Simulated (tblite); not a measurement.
C₅H₉NOSi.
Numbering: `[CH2:1]=[CH:2][CH2:3][C@@H:4]([C:5]#[N:6])[O:7][SiH3:8]` (hydrogens: H9, H10 on C1; H11 on C2; H12, H13 on C3; H14 on C4; H15, H16, H17 on Si8)

Computed with GFN2-xTB (tblite), gas phase: L-BFGS steps from a force-field or distance-geometry start until the largest atomic force falls under 0.01 eV/Å.

Step 21: E = -652.7910 eV
```
atom  x, y, z in Å  |  force x, y, z in eV/Å
C1     -2.7909    0.3465   -0.7172   -0.032  -0.015  -0.012
C2     -1.6235   -0.2628   -0.7738    0.030  -0.005   0.012
C3     -0.9296   -0.8297    0.4217    0.020  -0.022   0.048
C4      0.3886   -0.0795    0.6977    0.033  -0.018   0.028
C5      0.9231   -0.5065    1.9799   -0.057  -0.026  -0.017
N6      1.3527   -0.8763    2.9717    0.023   0.011   0.043
O7      1.3267   -0.3367   -0.3083   -0.004   0.109  -0.009
Si8     2.5493    0.6503   -0.7387    0.024   0.032   0.017
H9     -3.2663    0.7463   -1.5939   -0.034   0.038  -0.043
H10    -3.3281    0.4497    0.2106   -0.033   0.024   0.025
H11    -1.0929   -0.3641   -1.7087    0.040  -0.001  -0.034
H12    -0.6932   -1.8830    0.2568    0.035  -0.021  -0.021
H13    -1.5652   -0.7444    1.3049   -0.022  -0.015   0.025
H14     0.1806    1.0004    0.7649   -0.013   0.000   0.002
H15     3.4301    0.9348    0.3979    0.014  -0.055  -0.033
H16     2.0030    1.9446   -1.1754    0.007  -0.080  -0.043
H17     3.1285   -0.1777   -1.7816   -0.032   0.043   0.014
```

Step 22: E = -652.7924 eV
```
atom  x, y, z in Å  |  force x, y, z in eV/Å
C1     -2.7906    0.3460   -0.7169   -0.010  -0.023  -0.024
C2     -1.6235   -0.2650   -0.7745    0.014   0.035   0.012
C3     -0.9301   -0.8300    0.4214    0.000  -0.043   0.042
C4      0.3841   -0.0776    0.7020    0.058   0.003   0.012
C5      0.9185   -0.5066    1.9827   -0.006  -0.043   0.046
N6      1.3558   -0.8766    2.9716   -0.008   0.025   0.000
O7      1.3238   -0.3295   -0.3033    0.005   0.073  -0.033
Si8     2.5490    0.6505   -0.7400    0.030   0.015   0.004
H9     -3.2638    0.7481   -1.5942   -0.037   0.032  -0.031
H10    -3.3289    0.4489    0.2111   -0.017   0.018   0.000
H11    -1.0888   -0.3639   -1.7077    0.017   0.001  -0.032
H12    -0.6879   -1.8808    0.2558    0.037  -0.058  -0.030
H13    -1.5690   -0.7505    1.3017   -0.032  -0.006   0.053
H14     0.1757    1.0010    0.7700   -0.028   0.035   0.013
H15     3.4339    0.9328    0.3922    0.028  -0.050  -0.013
H16     2.0096    1.9454   -1.1794   -0.004  -0.061  -0.048
H17     3.1250   -0.1803   -1.7837   -0.046   0.048   0.029
```

Step 23: E = -652.7937 eV
```
atom  x, y, z in Å  |  force x, y, z in eV/Å
C1     -2.7905    0.3452   -0.7172    0.012  -0.023  -0.032
C2     -1.6229   -0.2666   -0.7752   -0.004   0.060   0.010
C3     -0.9303   -0.8311    0.4218   -0.017  -0.049   0.020
C4      0.3803   -0.0753    0.7064    0.050   0.022  -0.003
C5      0.9137   -0.5074    1.9859    0.048  -0.045   0.086
N6      1.3590   -0.8766    2.9717   -0.035   0.030  -0.026
O7      1.3210   -0.3207   -0.2989    0.004   0.026  -0.044
Si8     2.5493    0.6513   -0.7410    0.030   0.000  -0.005
H9     -3.2619    0.7507   -1.5950   -0.028   0.016  -0.005
H10    -3.3298    0.4482    0.2115    0.003   0.008  -0.035
H11    -1.0842   -0.3636   -1.7073   -0.012   0.005  -0.011
H12    -0.6817   -1.8798    0.2542    0.029  -0.071  -0.030
H13    -1.5733   -0.7568    1.2994   -0.025  -0.005   0.060
H14     0.1700    1.0023    0.7755   -0.037   0.051   0.027
H15     3.4385    0.9301    0.3862    0.047  -0.041   0.014
H16     2.0164    1.9452   -1.1843   -0.017  -0.027  -0.055
H17     3.1195   -0.1831   -1.7851   -0.048   0.042   0.028
```

Problem. Estimate the geometry and energy of step 24. (The exact step hangs on the optimiser's Hessian estimate; all steps are aligned on step 23, rigid shifts and turns removed.)

Solution. E = -652.7950 eV, largest force 0.116 eV/Å
```
atom  x, y, z in Å  |  force x, y, z in eV/Å
C1     -2.7903    0.3440   -0.7182    0.026  -0.013  -0.033
C2     -1.6219   -0.2674   -0.7757   -0.011   0.059   0.010
C3     -0.9307   -0.8332    0.4225   -0.022  -0.038  -0.004
C4      0.3773   -0.0725    0.7108    0.017   0.029  -0.009
C5      0.9094   -0.5084    1.9892    0.083  -0.021   0.078
N6      1.3618   -0.8767    2.9723   -0.047   0.022  -0.021
O7      1.3180   -0.3111   -0.2955   -0.005  -0.014  -0.037
Si8     2.5501    0.6525   -0.7418    0.021  -0.007  -0.003
H9     -3.2605    0.7537   -1.5957   -0.014  -0.001   0.018
H10    -3.3303    0.4475    0.2113    0.019  -0.003  -0.064
H11    -1.0797   -0.3631   -1.7072   -0.038   0.011   0.016
H12    -0.6749   -1.8803    0.2520    0.012  -0.054  -0.022
H13    -1.5778   -0.7633    1.2982   -0.001  -0.011   0.045
H14     0.1633    1.0046    0.7814   -0.037   0.040   0.039
H15     3.4444    0.9272    0.3805    0.061  -0.032   0.034
H16     2.0230    1.9450   -1.1900   -0.025   0.006  -0.059
H17     3.1118   -0.1865   -1.7856   -0.038   0.028   0.012
```

The energy changes by -0.0013 eV. The first-order estimate −F·Δx gives -0.0017 eV and the mean of the old and new forces, exact on a quadratic surface, -0.0013 eV. The step makes an angle of 74° with the force vector and moves no atom by more than 0.011 Å.

What follows is the cost of the whole relaxation. On one thread, Arm Neoverse V1 (aarch64), on a shared host, this took 0.5 s.
